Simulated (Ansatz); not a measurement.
Ideal-gas functions of F₂MoS₂, SMILES `[F][Mo]([F])(=[S])=[S]` at 400 K and 1 bar, from an Ansatz frequency run at PBE0-D4/def2-TZVP.

Molar mass 198.07 g/mol, point group C2v (symmetry number 2), electronic degeneracy 1, moments of inertia 216.278, 270.419, 309.179 u Å². Harmonic wavenumbers (cm⁻¹, unscaled): 183, 190, 205, 207, 223, 588, 606, 704, 726.

Use S(trans) = R[1.5 ln M + 2.5 ln T − 1.1517]; rotational temperatures θ = 24.2544 K / I; S(rot) = R[ln(√π/σ · √(T³/θAθBθC)) + 1.5]; for each mode x = 1.438777 ν̃/T, S = R[x/(eˣ − 1) − ln(1 − e⁻ˣ)] and H = RT x/(eˣ − 1); 1 cm⁻¹ = 0.0119627 kJ/mol; R = 8.31446 J/(mol·K).

**Question.** By hand: the entropy, in J/(mol·K).

**Answer.** Translation 180.9. Rotation: θ = 0.1121, 0.0897, 0.0784 K, giving 115.9. Vibration, mode by mode: 11.94, 11.64, 11.03, 10.96, 10.37, 3.48, 3.31, 2.51, 2.35, in all 67.6. Electronic 0.0. Sum 364.4 J/(mol·K).

**Question.** By hand: H − E and G − E in kJ/mol, counted from the electronic energy.

**Answer.** Zero-point energy ½ × 3632 × 0.0119627 = 21.7; thermal vibration 14.6; translation, rotation and pV give 4 RT = 13.3. H − E = 49.6 kJ/mol, and G − E = 49.6 − 400 × 364.4/1000 = -96.2 kJ/mol.

Vibration gives 19 % of the entropy.
